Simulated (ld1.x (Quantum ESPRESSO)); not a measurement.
Cs (Z = 55): variants of one PAW potential

Base potential:

| Item | Value |
| --- | --- |
| Element | Cs (Z = 55) |
| Generator | ld1.x (Quantum ESPRESSO) 7.5 |
| Type | PAW |
| Functional | PBE |
| Relativity | scalar-relativistic |
| Frozen core | [Kr] 4d10 |
| Valence charge | 9 |
| Reference configuration | 5s2 5p6 5d0 6s1 6p0 |
| Partial waves | 5s (bound): rcut 2.55, rcutus 3.25 bohr; 6s (bound): rcut 2.55, rcutus 3.25 bohr; 5p (bound): rcut 2.75, rcutus 3.60 bohr; 6p (bound, empty): rcut 2.75, rcutus 3.60 bohr; 5d (bound, empty): rcut 3.50, rcutus 4.20 bohr; 5d channel at 3.7 Ry: rcut 3.50, rcutus 4.20 bohr |
| Local potential | all-electron potential smoothed inside 3.30 bohr (lloc = -1) |
| Core correction | a·sin(br)/r model core inside 2.95 bohr |
| Augmentation charge | BESSEL, radius 2.80 bohr |

Cutoffs, loose and tight: the cutoffs (Ry, on a coarse ladder) from which the occupation-weighted sum of valence levels, in a spherical-Bessel basis at the reference potential, stays within 10 and 1 mRy of its value at 400 Ry. They do not see the model core or the augmentation charge, which bear on the density cutoff. Test errors are all-electron minus pseudo excitation energies from the reference, over the configurations 5s2 5p6 5d0 6s0 6p0; 5s2 5p6 5d0 6s0.5 6p0; 5s2 5p6 5d0 6s0 6p1; 5s2 5p5 5d0 6s1 6p0; 5s1 5p6 5d0 6s1 6p0; 5s2 5p6 5d0.5 6s0.5 6p0; 5s2 5p6 5d1 6s0 6p0. A dash means not determined; rows that change the core or the reference have their own tests. The largest error is taken over the tests solved by every variant that gives reliable tests at all: 5s2 5p6 5d0 6s0 6p0; 5s2 5p6 5d0 6s0 6p1; 5s2 5p6 5d0 6s0.5 6p0.

Cutoffs are not given where the Bessel-basis levels miss the radial ones by over 6 mRy, ghosts where they miss by over 20 mRy; a channel whose overlap is not positive is not tested.

A file whose overlap is not positive is unfit for use, and its test errors describe a broken file.

```tsv
change	outcome	bound ghosts	largest test error (meV)
base	generated, overlap not positive	not determined (overlap not positive)	+36
local potential all-electron potential smoothed inside 2.80 bohr (lloc = -1)	generated, overlap not positive	not determined (overlap not positive)	+2.0
waves 5s (bound): rcut 2.34, rcutus 2.48 bohr; 6s (bound): rcut 2.34, rcutus 2.48 bohr	generated, overlap not positive	not determined (overlap not positive)	+2.1
waves 5p (bound): rcut 2.26, rcutus 2.40 bohr; 6p (bound): rcut 2.26, rcutus 2.40 bohr	generated, overlap not positive	not determined (overlap not positive)	+5.5
local potential all-electron potential smoothed inside 2.90 bohr (lloc = -1)	generated, overlap not positive	not determined (overlap not positive)	+3.6
```

What comes out with this change to the base: reference 5s2 5p6 5d0 6s0.75 6p0.25?

outcome: generated, overlap not positive; bound ghosts: not determined (overlap not positive); largest test error (meV): +32 over the solved tests; test run stopped at test 6 of 7 (negative rho). A file whose overlap is not positive is unfit for use, and its test errors describe a broken file.

What comes out with this change to the base: all radii but the core radius scaled by about 0.94 (s 3.06, p 3.40, d 3.96 bohr, rcut 2.40/2.60/3.30); local potential all-electron potential smoothed inside 3.12 bohr (lloc = -1); augmentation BESSEL, radius 2.64 bohr?

outcome: generated, overlap not positive; bound ghosts: not determined (overlap not positive); largest test error (meV): -7.8. A file whose overlap is not positive is unfit for use, and its test errors describe a broken file.
